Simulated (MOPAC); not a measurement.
Input for MOPAC: PM3 on BrGeH2N (SMILES [NH2][Ge][Br]), a point of a torsion scan.

```
PM3 1SCF PRECISE CHARGE=0 THREADS=1
BrGeH2N

N     -0.68275888 1     0.02680313 1     0.05084785 1
Ge     0.71052629 1    -1.06105040 1    -0.37669168 1
Br     2.32053431 1     0.66119847 1    -0.47118966 1
H     -0.80595439 1     0.99796738 1    -0.20196296 1
H     -1.59050435 1    -0.36685383 1     0.25310478 1
```

Output:

```
*******************************************************************************
 **                                                                           **
 **                              MOPAC v23.2.5                                **
 **                                                                           **
 *******************************************************************************
 ** MOPAC's Digital Object Identifier: https://doi.org/10.5281/zenodo.6511958 **
 **                                                                           **
 ** Please cite the open-source release paper for use of this MOPAC version:  **
 ** J. E. Moussa and J. J. P. Stewart (2026)                                  **
 ** MOPAC: An open-source semiempirical molecular orbital program             **
 ** J. Open Source Softw., 11(119), 8025, https://doi.org/10.21105/joss.08025 **
 *******************************************************************************

                              PM3 CALCULATION RESULTS

 *******************************************************************************
 *  PM3        - The PM3 Hamiltonian to be used
 *
 *
 *
 *                 CHARGE ON SYSTEM = 0
 *
 *
 *
 *  PRECISE    - TIGHTER CRITERIA TO BE USED
 *  1SCF       - DO 1 SCF AND THEN STOP
 *  THREADS=1  - MULTI-THREADING NOT USED
 *  T=         - A TIME OF 172800.0 SECONDS REQUESTED
 *  DUMP=N     - RESTART FILE WRITTEN EVERY 7200.0 SECONDS REQUESTED
 *******************************************************************************
PM3 1SCF PRECISE CHARGE=0 THREADS=1
 BrGeH2N

   ATOM   CHEMICAL          X               Y               Z
  NUMBER   SYMBOL      (ANGSTROMS)     (ANGSTROMS)     (ANGSTROMS)

     1       N         -0.68275888  *   0.02680313  *   0.05084785  *
     2      Ge          0.71052629  *  -1.06105040  *  -0.37669168  *
     3      Br          2.32053431  *   0.66119847  *  -0.47118966  *
     4       H         -0.80595439  *   0.99796738  *  -0.20196296  *
     5       H         -1.59050435  *  -0.36685383  *   0.25310478  *



          CARTESIAN COORDINATES

    NO.       ATOM           X           Y           Z

     1         N         -0.6828      0.0268      0.0508
     2        Ge          0.7105     -1.0611     -0.3767
     3        Br          2.3205      0.6612     -0.4712
     4         H         -0.8060      0.9980     -0.2020
     5         H         -1.5905     -0.3669      0.2531

  H: (PM3): J. J. P. STEWART, J. COMP. CHEM. 10, 209 (1989).
  N: (PM3): J. J. P. STEWART, J. COMP. CHEM. 10, 209 (1989).
 Ge: (PM3): J. J. P. STEWART, J. COMP. CHEM. 12, 320-341 (1991).
 Br: (PM3): J. J. P. STEWART, J. COMP. CHEM. 10, 209 (1989).

           Empirical Formula: H2 N Ge Br  =     5 atoms



      MOLECULAR POINT GROUP   :   C1


      RHF CALCULATION, NO. OF DOUBLY OCCUPIED LEVELS = 9


 -------------------------------------------------------------------------------
 PM3 1SCF PRECISE CHARGE=0 THREADS=1
 BrGeH2N



     1SCF WAS SPECIFIED, SO BFGS WAS NOT USED
     SCF FIELD WAS ACHIEVED


                              PM3 CALCULATION
                                                       MOPAC v23.2.5 Linux




          FINAL HEAT OF FORMATION =        -19.42746 KCAL/MOL =     -81.28450 KJ/MOL


          COSMO AREA              =        112.93 SQUARE ANGSTROMS
          COSMO VOLUME            =        103.16 CUBIC ANGSTROMS

          IONIZATION POTENTIAL    =          9.722678 EV
          HOMO LUMO ENERGIES (EV) =         -9.723 -0.867
          NO. OF FILLED LEVELS    =          9
          MOLECULAR WEIGHT        =        168.5165         POINT GROUP:  C1

          MOLECULAR DIMENSIONS (Angstroms)

            Atom       Atom       Distance
            H     5   Br     3     4.10825
            H     4   Ge     2     2.37690
           Br     3   Ge     2     0.25568


          SCF CALCULATIONS        =          1





   ATOM   CHEMICAL          X               Y               Z
  NUMBER   SYMBOL      (ANGSTROMS)     (ANGSTROMS)     (ANGSTROMS)

     1       N         -0.68275888  *   0.02680313  *   0.05084785  *
     2      Ge          0.71052629  *  -1.06105040  *  -0.37669168  *
     3      Br          2.32053431  *   0.66119847  *  -0.47118966  *
     4       H         -0.80595439  *   0.99796738  *  -0.20196296  *
     5       H         -1.59050435  *  -0.36685383  *   0.25310478  *

                             CARTESIAN COORDINATES

   1    N       -0.682758880     0.026803130     0.050847850
   2   Ge        0.710526290    -1.061050400    -0.376691680
   3   Br        2.320534310     0.661198470    -0.471189660
   4    H       -0.805954390     0.997967380    -0.201962960
   5    H       -1.590504350    -0.366853830     0.253104780


           Empirical Formula: H2 N Ge Br  =     5 atoms



      MOLECULAR POINT GROUP   :   C1


                  EIGENVALUES
 -28.13255 -16.79548 -15.97470 -15.26808 -12.20845 -11.10670 -10.98696 -10.50013
  -9.72268  -0.86669  -0.09573   0.71069   4.17726   5.10097


              NET ATOMIC CHARGES AND DIPOLE CONTRIBUTIONS

  ATOM NO.   TYPE          CHARGE      No. of ELECS.   s-Pop       p-Pop
    1          N          -0.331949        5.3319     1.44290     3.88905
    2         Ge           0.810693        3.1893     1.86559     1.32371
    3         Br          -0.592292        7.5923     1.88726     5.70503
    4          H           0.069753        0.9302     0.93025
    5          H           0.043795        0.9562     0.95621
 DIPOLE           X         Y         Z       TOTAL
 POINT-CHG.    -3.351    -5.798    -0.222     6.701
 HYBRID        -1.464     2.525     0.120     2.921
 SUM           -4.815    -3.274    -0.102     5.823


          ATOMIC ORBITAL ELECTRON POPULATIONS

     Atom    s        px        py        pz
    1  N   1.44290   1.12799   1.08961   1.67145
    2 Ge   1.86559   0.46605   0.58793   0.26974
    3 Br   1.88726   1.87547   1.86015   1.96941
    4  H   0.93025
    5  H   0.95621

 **********************
 *                    *
 * JOB ENDED NORMALLY *
 *                    *
 **********************




 == MOPAC DONE ==
```

The run finished.

Cost: around 0.03 core-seconds (rough).
